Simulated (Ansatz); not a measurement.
A structure relaxed at PBE0-D4/def2-SVP in Ansatz, charge 0, doublet:

```xyz
6

Mo   -1.533   -0.001    0.584
Mo    1.428   -0.378    0.907
Mo   -0.032   -0.412   -1.168
P     2.036   -1.572   -0.915
P    -0.097    1.142    1.871
P    -1.803    1.221   -1.279
```

Question: Give its formula.

Answer: Mo₃P₃.

Question: Summarise the bond lengths by kind (pairs closer than 1.2 times the sum of covalent radii, bridged metal pairs left out).

Answer: 6 × Mo–P 2.24 to 2.41 Å.

In the def2 sets Mo takes a core potential; there is no spin–orbit coupling. The charge 0 doublet is spin-contaminated (final ⟨S²⟩ up to 2.21, 0.75 for a pure state). Another isomer (doublet) lies 1.09 eV lower at PBE0-D4/def2-TZVP; other spin states weren't run for this one.
